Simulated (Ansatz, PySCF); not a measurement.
Cl2CrO2, charge -1, doublet, geometry from GFN2-xTB (such geometries of metal compounds can be far from the true shape) (the multiplicity is a formal guess) (in this run its highest filled SCF level lies above zero, so its values depend strongly on the basis, on diffuse functions most of all). Base run: PBE/def2-SVP in PySCF.

PySCF was given this input:
```python
from pyscf import gto, scf, dft

mol = gto.M(
    atom='''
Cr    0.51488801   -0.08957386    0.16574168
O     1.49344484   -0.62031087   -0.92091094
O     0.80823630    0.21989280    1.66181866
Cl   -0.52366646    1.64271278   -0.67333183
Cl   -1.28637832   -1.32782353    0.09068111
''',
    basis='def2-svp',
    charge=-1,
    spin=1,
    verbose=4,
)

mf = dft.UKS(mol)
mf.xc = 'pbe'
mf.kernel()
```

The same geometry, method and basis name were run in Ansatz (an electronic-structure program) and PySCF, at each program's defaults and at the settings that a row names. The base is PySCF at its defaults. Differences at the defaults can come from grids, fitting, cores and function types together.

```csv
code and settings,ΔE vs base (mEh),basis functions,E (Eh),SCF cycles
"PySCF, defaults (exact integrals, its default grid, spherical functions)",0.000,95,-2114.27309,15
"Ansatz, defaults (factorised integrals, its default grid, spherical functions)",-0.002,95,-2114.27310,-
"PySCF, density fitting with def2-universal-jkfit",-0.066,95,-2114.27316,15
"PySCF, fine grid",0.000,95,-2114.27309,15
"Ansatz, high accuracy",0.001,95,-2114.27309,-
```

Open shells are given as the SCF converged; they aren't shown to be the lowest states, and a large step between rows can be another state.
